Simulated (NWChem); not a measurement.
System: SiH3S2OF; SMILES S[Si](F)(O)S

Input file for NWChem:

```
start job
memory heap 200 mb stack 900 mb global 1100 mb
geometry units angstroms
  O     -0.336340    -0.727897     1.655098
  Si    -0.248951    -0.124772     0.162828
  F     -1.695130    -0.331297    -0.505699
  S      1.253278    -1.284450    -0.800060
  S      0.089720     1.979859     0.052057
  H     -0.983893    -0.434029     2.293061
  H      1.086539    -2.337543    -0.016448
  H      1.400068     1.924331     0.241881
end
basis spherical
  * library 6-31g*
end
dft
  xc b3lyp
  iterations 150
end
driver
  maxiter 120
end
task dft optimize
task dft freq
```

Output (shortened):

```
             Northwest Computational Chemistry Package (NWChem) 7.3.0
             --------------------------------------------------------

 C1  symmetry detected

                             Geometry "geometry" -> ""
                             -------------------------

 Output coordinates in angstroms (scale by  1.889725989 to convert to a.u.)

  No.       Tag          Charge          X              Y              Z
 ---- ---------------- ---------- -------------- -------------- --------------
    1 O                    8.0000    -1.24976461    -0.23587197     1.30366062
    2 Si                  14.0000    -0.32918511     0.00476178     0.00254758
    3 F                    9.0000    -1.32584161     0.15836123    -1.24809132
    4 S                   16.0000     0.87215382    -1.74608316    -0.13896262
    5 S                   16.0000     0.79590685     1.81875468     0.00869044
    6 H                    1.0000    -1.93834916     0.37141112     1.56774136
    7 H                    1.0000     0.00922884    -2.51385843     0.50658842
    8 H                    1.0000     1.77943252     1.37476285     0.77789581

 Effective nuclear repulsion energy (a.u.)     379.0083659445

                                Z-matrix (autoz)
                                --------

 Units are Angstrom for bonds and degrees for angles

      Type          Name      I     J     K     L     M      Value
      ----------- --------  ----- ----- ----- ----- ----- ----------
    1 Stretch                  1     2                       1.61191
    2 Stretch                  1     6                       0.95534
    3 Stretch                  2     3                       1.60655
    4 Stretch                  2     4                       2.12807
    5 Stretch                  2     5                       2.13458
    6 Stretch                  4     7                       1.32320
    7 Stretch                  5     8                       1.32519
    8 Bend                     1     2     3               106.75836
    9 Bend                     1     2     4               104.67026
   10 Bend                     1     2     5               115.18614
   11 Bend                     2     1     6               122.67482
   12 Bend                     2     4     7                94.40424
   13 Bend                     2     5     8                96.20781
   14 Bend                     3     2     4               112.15451
   15 Bend                     3     2     5               104.35769
   16 Bend                     4     2     5               113.69181
   17 Torsion                  1     2     4     7          25.25890
   18 Torsion                  1     2     5     8          81.00209
   19 Torsion                  3     2     1     6         -56.19790
   20 Torsion                  3     2     4     7         -90.10743
   21 Torsion                  3     2     5     8        -162.30073
   22 Torsion                  4     2     1     6        -175.27167
   23 Torsion                  4     2     5     8         -39.79327
   24 Torsion                  5     2     1     6          59.12951
   25 Torsion                  5     2     4     7         151.79021

                           NWChem Geometry Optimization
                           ----------------------------

 maximum gradient threshold         (gmax) =   0.000450
 rms gradient threshold             (grms) =   0.000300
 maximum cartesian step threshold   (xmax) =   0.001800
 rms cartesian step threshold       (xrms) =   0.001200
 fixed trust radius                (trust) =   0.300000
 source of zmatrix                         =   autoz

          -------------------
          Energy Minimization
          -------------------

 Using diagonal initial Hessian
 Scaling for Hessian diagonals: bonds = 1.00  angles = 0.25  torsions = 0.10

          --------
          Step   0

                                 NWChem DFT Module
                                 -----------------

 Summary of "ao basis" -> "ao basis" (spherical)
 ------------------------------------------------------------------------------
       Tag                 Description            Shells   Functions and Types
 ---------------- ------------------------------  ------  ---------------------
 O                           6-31g*                  6       14   3s2p1d
 Si                          6-31g*                  8       18   4s3p1d
 F                           6-31g*                  6       14   3s2p1d
 S                           6-31g*                  8       18   4s3p1d
 H                           6-31g*                  2        2   2s

            General Information
            -------------------
          SCF calculation type: DFT
          Wavefunction type:  closed shell.
          No. of atoms     :     8
          No. of electrons :    66
           Alpha electrons :    33
            Beta electrons :    33
          Charge           :     0
          Spin multiplicity:     1
          Use of symmetry is: off; symmetry adaption is: off
          Maximum number of iterations: 150
          AO basis - number of functions:    88
                     number of shells:    42
          Convergence on energy requested:  1.00D-06
          Convergence on density requested:  1.00D-05
          Convergence on gradient requested:  5.00D-04

              XC Information
              --------------
                         B3LYP Method XC Potential
                     Hartree-Fock (Exact) Exchange  0.200
                        Slater Exchange Functional  0.800 local
                    Becke 1988 Exchange Functional  0.720 non-local
              Lee-Yang-Parr Correlation Functional  0.810
                  VWN I RPA Correlation Functional  0.190 local

             Grid Information
             ----------------
          Grid used for XC integration:  medium
          Radial quadrature: Mura-Knowles
          Angular quadrature: Lebedev.
          Tag              B.-S. Rad. Rad. Pts. Rad. Cut. Ang. Pts.
          ---              ---------- --------- --------- ---------
          O                   0.60       49           9.0       434
          Si                  1.10       88           8.0       590
          F                   0.50       49          10.0       434
          S                   1.00       88          11.0       590
          H                   0.35       45          12.0       434
          Grid pruning is: on
          Number of quadrature shells:   497
          Spatial weights used:  Erf1

      Superposition of Atomic Density Guess
      -------------------------------------

 Sum of atomic energies:       -1259.35005130

      Non-variational initial energy
      ------------------------------

 Total energy =   -1260.783643
 1-e energy   =   -2498.655964
 2-e energy   =     858.863955
 HOMO         =      -0.333874
 LUMO         =       0.053670

   convergence    iter        energy       DeltaE   RMS-Dens  Diis-err
 ---------------- ----- ----------------- --------- --------- ---------
 d= 0,ls=0.0,diis     1  -1262.7827403523 -1.64D+03  1.76D-02  9.48D-01
 d= 0,ls=0.0,diis     2  -1262.7543279249  2.84D-02  8.78D-03  1.47D+00
 d= 0,ls=0.0,diis     3  -1262.8890039794 -1.35D-01  1.77D-03  3.97D-02
 d= 0,ls=0.0,diis     4  -1262.8920057229 -3.00D-03  7.76D-04  3.72D-03
 d= 0,ls=0.0,diis     5  -1262.8925084836 -5.03D-04  1.77D-04  2.26D-04
  Resetting Diis
 d= 0,ls=0.0,diis     6  -1262.8925419489 -3.35D-05  3.03D-05  6.88D-06
 d= 0,ls=0.0,diis     7  -1262.8925427953 -8.46D-07  1.91D-05  1.15D-06
 d= 0,ls=0.0,diis     8  -1262.8925426362  1.59D-07  1.12D-05  2.94D-06
 d= 0,ls=0.0,diis     9  -1262.8925429089 -2.73D-07  1.21D-06  1.06D-08

         Total DFT energy =    -1262.892542908930
      One electron energy =    -2501.768744400954
           Coulomb energy =      952.603433442516
    Exchange-Corr. energy =      -92.735597894953
 Nuclear repulsion energy =      379.008365944460

 Numeric. integr. density =       66.000010579902

                       DFT Final Molecular Orbital Analysis
                       ------------------------------------

 Vector   31  Occ=2.000000D+00  E=-3.279629D-01
              MO Center=  4.1D-01,  1.6D-01,  1.1D-01, r^2= 4.9D+00
   Bfn.  Coefficient  Atom+Function         Bfn.  Coefficient  Atom+Function
  ----- ------------  ---------------      ----- ------------  ---------------
    72      0.430432  5 S  py                53     -0.314974  4 S  px
    54      0.255801  4 S  py                22     -0.254242  2 Si py
     4      0.216206  1 O  py                76      0.210729  5 S  py
    57     -0.180378  4 S  px                68     -0.165404  5 S  py
     8      0.157731  1 O  py                 3      0.122664  1 O  px

[...]

      ----------------------
      Optimization converged
      ----------------------

  Step       Energy      Delta E   Gmax     Grms     Xrms     Xmax
  ---- ---------------- -------- -------- -------- -------- --------
@   17   -1262.89581667 -5.0D-09  0.00001  0.00000  0.00025  0.00062
                                     ok       ok       ok       ok

                                Z-matrix (autoz)
                                --------

 Units are Angstrom for bonds and degrees for angles

      Type          Name      I     J     K     L     M      Value     Gradient
      ----------- --------  ----- ----- ----- ----- ----- ---------- ----------
    1 Stretch                  1     2                       1.64950    0.00001
    2 Stretch                  1     6                       0.96995    0.00001
    3 Stretch                  2     3                       1.61124    0.00001
    4 Stretch                  2     4                       2.12777    0.00001
    5 Stretch                  2     5                       2.13754    0.00000
    6 Stretch                  4     7                       1.35177   -0.00001
    7 Stretch                  5     8                       1.35049    0.00001
    8 Bend                     1     2     3               108.82613   -0.00000
    9 Bend                     1     2     4               105.86396   -0.00000
   10 Bend                     1     2     5               115.61528    0.00000
   11 Bend                     2     1     6               116.06988    0.00000
   12 Bend                     2     4     7                94.70185   -0.00001
   13 Bend                     2     5     8                95.18634   -0.00000
   14 Bend                     3     2     4               113.07650    0.00000
   15 Bend                     3     2     5               102.87452   -0.00000
   16 Bend                     4     2     5               110.78444    0.00000
   17 Torsion                  1     2     4     7          32.54390    0.00000
   18 Torsion                  1     2     5     8          60.04409   -0.00000
   19 Torsion                  3     2     1     6         -51.96156   -0.00000
   20 Torsion                  3     2     4     7         -86.51624    0.00000
   21 Torsion                  3     2     5     8         178.51304   -0.00000
   22 Torsion                  4     2     1     6        -173.79133   -0.00000
   23 Torsion                  4     2     5     8         -60.36869    0.00000
   24 Torsion                  5     2     1     6          63.15939   -0.00000
   25 Torsion                  5     2     4     7         158.60088    0.00000

                         Geometry "geometry" -> "geometry"
                         ---------------------------------

 Output coordinates in angstroms (scale by  1.889725989 to convert to a.u.)

  No.       Tag          Charge          X              Y              Z
 ---- ---------------- ---------- -------------- -------------- --------------
    1 O                    8.0000    -1.19183225    -0.21126036     1.38599322
    2 Si                  14.0000    -0.32762616    -0.02605491    -0.00673180
    3 F                    9.0000    -1.35418405     0.14401986    -1.23691096
    4 S                   16.0000     0.89028304    -1.76305088    -0.17085600
    5 S                   16.0000     0.85976414     1.74716371    -0.12862231
    6 H                    1.0000    -1.86997609     0.46021301     1.55933725
    7 H                    1.0000    -0.00596610    -2.58320427     0.42189799
    8 H                    1.0000     1.61311901     1.46441193     0.95596290

 Effective nuclear repulsion energy (a.u.)     377.2405999787

                Final and change from initial internal coordinates
                --------------------------------------------------

                                Z-matrix (autoz)
                                --------

 Units are Angstrom for bonds and degrees for angles

[...]

 Rotational Constants
 --------------------
 A=   0.093758 cm-1  (  0.134893 K)
 B=   0.062180 cm-1  (  0.089462 K)
 C=   0.052140 cm-1  (  0.075017 K)

 Temperature                      =   298.15K
 frequency scaling parameter      =   1.0000

 Zero-Point correction to Energy  =   23.368 kcal/mol  (  0.037239 au)
 Thermal correction to Energy     =   28.179 kcal/mol  (  0.044906 au)
 Thermal correction to Enthalpy   =   28.771 kcal/mol  (  0.045850 au)

 Total Entropy                    =   85.917 cal/mol-K
   - Translational                =   40.480 cal/mol-K (mol. weight = 129.9379)
   - Rotational                   =   28.052 cal/mol-K (symmetry #  =        1)
   - Vibrational                  =   17.385 cal/mol-K

 Cv (constant volume heat capacity) =   25.388 cal/mol-K
   - Translational                  =    2.979 cal/mol-K
   - Rotational                     =    2.979 cal/mol-K
   - Vibrational                    =   19.429 cal/mol-K

[normal modes left out]

 ----------------------------------------------------------------------------
 Normal Eigenvalue ||           Projected Infra Red Intensities
  Mode   [cm**-1]  || [atomic units] [(debye/angs)**2] [(KM/mol)] [arbitrary]
 ------ ---------- || -------------- ----------------- ---------- -----------
    1       -0.000 ||    0.000184           0.004         0.179       0.040
    2       -0.000 ||    0.000032           0.001         0.031       0.007
    3        0.000 ||    0.000073           0.002         0.071       0.016
    4        0.000 ||    0.000515           0.012         0.502       0.112
    5        0.000 ||    0.000471           0.011         0.460       0.103
    6        0.000 ||    0.000822           0.019         0.802       0.179
    7      133.755 ||    0.013871           0.320        13.522       3.021
    8      152.407 ||    0.008233           0.190         8.026       1.793
    9      204.397 ||    0.021465           0.495        20.925       4.675
   10      246.122 ||    0.019779           0.456        19.282       4.308
   11      260.011 ||    0.004274           0.099         4.166       0.931
   12      274.199 ||    0.032391           0.747        31.576       7.054
   13      287.289 ||    0.038068           0.878        37.111       8.291
   14      346.411 ||    0.091440           2.110        89.141      19.915
   15      464.268 ||    0.040618           0.937        39.597       8.846
   16      588.451 ||    0.186005           4.291       181.327      40.510
   17      758.476 ||    0.031216           0.720        30.431       6.798
   18      777.742 ||    0.029732           0.686        28.985       6.475
   19      847.059 ||    0.232548           5.365       226.699      50.646
   20      922.401 ||    0.137090           3.163       133.642      29.857
   21      958.501 ||    0.115435           2.663       112.532      25.140
   22     2675.086 ||    0.002756           0.064         2.687       0.600
   23     2684.659 ||    0.003253           0.075         3.171       0.708
   24     3772.633 ||    0.091718           2.116        89.411      19.975
 ----------------------------------------------------------------------------
```

Level: B3LYP/6-31G* (spherical d).
